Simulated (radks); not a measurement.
Radial electron density D(r) = 4 pi r^2 rho(r) of an atom or ion with 1 electrons. Calculated with a radial shooting solver on a logarithmic mesh with Libxc functionals: scalar-relativistic Kohn-Sham, PBEsol, spin-polarised, spherical densities, point nucleus.

```
   r/bohr * D(r) (the largest magnitude, 2.68, reaches the edge; | marks zero)
  0.02151 |   *
  0.02504 |    *
  0.02892 |     *
  0.03367 |       *
   0.0392 |          *
  0.04563 |             *
  0.05312 |                *
  0.06185 |                    *
    0.072 |                         *
  0.08382 |                              *
  0.09758 |                                    *
   0.1136 |                                         *
   0.1322 |                                              *
    0.154 |                                                   *
   0.1778 |                                                     *
    0.207 |                                                      *
    0.241 |                                                    *
   0.2805 |                                               *
   0.3266 |                                         *
   0.3802 |                                *
   0.4426 |                       *
   0.5152 |               *
   0.5998 |        *
   0.6983 |    *
   0.8129 | *
   0.9464 |*
    1.102 *
```

What is the nuclear charge?

Answer. Z = 5. The innermost maximum, from 1s, lies near gamma/Z bohr with gamma = sqrt(1 - (Z/c)^2) = 0.999, here 0.2 bohr (found: 0.200), and its height grows with Z. The density is that of the boron ion B4+ in 1s1; the configuration itself is not fixed sharply by these data. D(r) has 1 maximum, at r = 0.200 bohr.
